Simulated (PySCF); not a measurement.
Bonds: Si1-O4 1.697 Å, Si1-O8 1.697 Å, O4-Si5 1.697 Å, Si5-O8 1.697 Å. Si1 carries H2, H3; Si5 carries H6, H7.

Geometry: PBE0-D3(BJ)/def2-SVP; GIAO shifts from PySCF 2.14.0 with density-fitted response routines, gas phase, non-relativistic, averaged over equivalent atoms.

At PBE0/pcSseg-1 (102 basis functions, 8.9 s wall time (6.6 s CPU) on 1 thread of an x86-64 server CPU, shared host):
| atoms | δ (ppm) |
| --- | --- |
| Si1/Si5 | 12.7 |
| H2/H3/H6/H7 | 5.61 |
| O4/O8 | 105.8 |

Scale: ²⁹Si (351.99 ppm) and ¹H (31.27 ppm) against TMS; H2O for ¹⁷O (334.56 ppm) (reference shieldings calculated alike).

Task: What do these become at B3LYP/pcSseg-1?

Result: 
```json
{"atoms": "Si1/Si5", "δ at B3LYP/pcSseg-1": "6.5", "change": "-6.2"}
{"atoms": "H2/H3/H6/H7", "δ at B3LYP/pcSseg-1": "5.56", "change": "-0.05"}
{"atoms": "O4/O8", "δ at B3LYP/pcSseg-1": "110.7", "change": "+4.9"}
```

References, each an isolated molecule treated in the same way: TMS for ²⁹Si (σ = 337.86 ppm), ¹H (σ = 31.38 ppm); ¹⁷O (σ = 334.04 ppm) vs H2O.

The largest change is at Si1/Si5 (silicon bonded to 2 O, 2 H). Cost: 102 basis functions, 6.9 s wall time (5.1 s CPU) on 1 thread of an x86-64 server CPU, shared host.

Experimental scales use liquid or dissolved standards, which lie at an offset from isolated H2O (liquid H2O: subtract about 36 ppm).
